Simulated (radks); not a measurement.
The numbers below are computed, except where a source is named.
Isoelectronic series with 34 electrons, all held in the configuration [Ar] 3d10 4s2 4p4, which need not be the ground one along the series. Level of theory: scalar-relativistic Kohn-Sham, BLYP, spin-unpolarised, spherical densities, finite nucleus; Fermi nuclear charge, rms radius of each element as measured or else 0.836 A^(1/3) + 0.57 fm (a radial shooting solver on a logarithmic mesh with Libxc functionals). Total energies (hartree) and orbital eigenvalues (eV):

Se: E (hartree) -2430.37214; 4p -6.3688; 4s -17.1934; 3d -53.0006; 3p -152.7336
Kr2+: E (hartree) -2789.25132; 4p -30.8215; 4s -45.9469; 3d -106.6880; 3p -220.3942
Sr4+: E (hartree) -3175.63846; 4p -64.4603; 4s -83.9862; 3d -175.5273; 3p -303.5992
Zr6+: E (hartree) -3589.62471; 4p -106.2030; 4s -130.2521; 3d -258.0779; 3p -400.8935
Mo8+: E (hartree) -4031.37454; 4p -155.6251; 4s -184.3627; 3d -353.7492; 3p -511.7011
Ru10+: E (hartree) -4501.10147; 4p -212.5157; 4s -246.1487; 3d -462.2310; 3p -635.7433
Pd12+: E (hartree) -4999.04794; 4p -276.7604; 4s -315.5365; 3d -583.3402; 3p -772.8790
Cd14+: E (hartree) -5525.48299; 4p -348.2965; 4s -392.5052; 3d -716.9619; 3p -923.0428
